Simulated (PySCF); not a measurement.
## First hyperpolarisability: 4-methylbenzotrifluoride (SMILES Cc1ccc(C(F)(F)F)cc1)

Geometry (Å), atoms numbered from 1 in this order:
```xyz
18

C    -2.900    0.248    0.295
C    -1.411    0.135    0.153
C    -0.710    0.943   -0.749
C     0.667    0.818   -0.909
C     1.370   -0.124   -0.160
C     2.861   -0.244   -0.286
F     3.255   -1.522   -0.251
F     3.492    0.381    0.717
F     3.312    0.287   -1.426
C     0.688   -0.938    0.746
C    -0.687   -0.805    0.899
H    -3.251    1.264    0.066
H    -3.410   -0.440   -0.401
H    -3.230   -0.012    1.311
H    -1.253    1.685   -1.339
H     1.199    1.453   -1.619
H     1.237   -1.679    1.331
H    -1.213   -1.445    1.612
```

The calculation used quadratic response CAM-B3LYP/aug-cc-pVDZ first hyperpolarisability, Taylor convention, gas phase in PySCF 2.14.0. Geometry: PBE0-D3(BJ)/def2-SVP.

Give β for the processes computed.

In au, Taylor convention; the vector part is βᵢ = ⅓ Σⱼ (βᵢⱼⱼ + βⱼᵢⱼ + βⱼⱼᵢ); β∥ is 3/5 of the vector part along the dipole, the dipole points from − to +:
| process | λ (nm) | β vector norm | β∥ | β HRS | depolarisation ratio |
| --- | --- | --- | --- | --- | --- |
| static β(0;0,0) | ∞ | 89.4 | -53.6 | 41.0 | 3.77 |
| second harmonic β(−2ω;ω,ω) | 1907 | 89.3 | -53.5 | 41.6 | 3.60 |
| Pockels β(−ω;ω,0) | 1907 | 89.4 | -53.6 | – | – |
| second harmonic β(−2ω;ω,ω) | 1064 | 88.3 | -52.9 | 43.2 | 3.23 |
| Pockels β(−ω;ω,0) | 1064 | 89.3 | -53.5 | – | – |

Which lowest excitations, dipole and polarisabilities go with it?

S1 5.34 eV (f = 0.000); S2 5.94 eV (f = 0.060); S3 6.62 eV (f = 0.000); dipole 3.39 D; isotropic α 96.1 au static, 96.4 au at 1907 nm, 97.2 au at 1064 nm, 97.4 au at 953.5 nm, 100.6 au at 532 nm.
